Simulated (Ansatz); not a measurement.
Basis-set extrapolation for `[CH2][Si](F)(F)F` radical (PBE0-D4/def2-TZVP geometry, frozen core, the Gaussian-basis code of Ansatz). Multiplicity 2, UHF reference.

|  | def2-TZVPP | def2-QZVPP |
| --- | --- | --- |
| HF | -626.639500 | -626.665712 |
| MP2 correlation | -0.994915 | -1.087703 |
| CCSD(T) correlation | -1.043508 | not run |

Energies in hartree. Use E(X) = E(∞) + A·exp(−7.88·√X) for Hartree–Fock and E(X) = E(∞) + B·X^(−2.97) for correlation, with X = 3 and 4, and add CCSD(T) minus MP2 of the smaller set to the MP2 limit.

Q: What is the CCSD(T) energy at the basis-set limit?

A: HF limit: -626.665712 + (-0.026212) × 0.13774 = -626.66932. MP2 limit: -1.087703 + (-0.092788) × 0.74074 = -1.15643. Higher-order term: -1.043508 − (-0.994915) = -0.04859. Total: -627.87434 hartree, 502.3 kJ/mol below CCSD(T)/def2-TZVPP.
